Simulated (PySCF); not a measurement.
# Deuteron quadrupole couplings in `C#C/C(=C/[SiH3])C(F)(F)F`

Compound: C5H5F3Si.
Geometry (GFN2-xTB, Å), atoms numbered from 1 in this order:
```xyz
14
C5H5F3Si angstrom
C      2.9465   -1.1979    0.0689
C      1.8422   -0.7288    0.0233
C      0.5462   -0.1621   -0.0449
C     -0.4811   -0.5750    0.7014
Si    -2.2562    0.0806    0.7209
C      0.4625    0.9552   -1.0511
F     -0.7535    1.5162   -1.1442
F      0.7759    0.5400   -2.2919
F      1.3138    1.9568   -0.7641
H      3.9078   -1.6151    0.1166
H     -0.2551   -1.3899    1.3780
H     -2.8611   -0.1204   -0.5924
H     -2.2505    1.4811    1.1331
H     -2.9383   -0.7409    1.7243
```

Level: PBE0/pcSseg-1 (PySCF, non-relativistic); Q(2H) = 0.00286 b; rigid geometry, the same for H and D, with no vibrational averaging.

Task: Rank these positions by the coupling χzz of a deuteron there, largest first.
A. H10 (alkyne hydrogen)
B. H11 (vinylic hydrogen)
C. H14 (Si–H hydrogen)

Result: A (265 kHz), B (215 kHz), C (107 kHz).

Task: Give the electric field gradient Vzz (the principal value of largest size), its asymmetry and the 2H coupling at each hydrogen.

Result: 
| atom | bonded to | bond length (Å) | Vzz (au) | η | χzz (kHz) |
| --- | --- | --- | --- | --- | --- |
| H10 | C1 | 1.049 | 0.3943 | 0.00 | 265 |
| H11 | C4 | 1.083 | 0.3199 | 0.03 | 215 |
| H12 | Si5 | 1.460 | 0.1644 | 0.02 | 110 |
| H13 | Si5 | 1.460 | 0.1643 | 0.02 | 110 |
| H14 | Si5 | 1.465 | 0.1594 | 0.02 | 107 |

Task: Average by the element that carries the hydrogen.

Result: on C: 240 kHz over 2 positions, mean bond length 1.066 Å; on Si: 109 kHz over 3 positions, mean bond length 1.462 Å.

Task: A static deuteron (I = 1) shows a doublet split by (3/2)χ, (3/4)χ(1 + η) and (3/4)χ(1 − η) with the field along z, y and x of the gradient. What are these for H10?

Result: With |χ| = 265.0 kHz and η = 0.002: 397, 199 and 198 kHz, to first order and without motion.

Geometry: GFN2-xTB; no solvent, vibrations or thermal averaging. GFN2-xTB bond lengths can be off by several hundredths of an ångström, more for odd bonds, and the gradients follow them. The small basis limits the accuracy of the gradients.
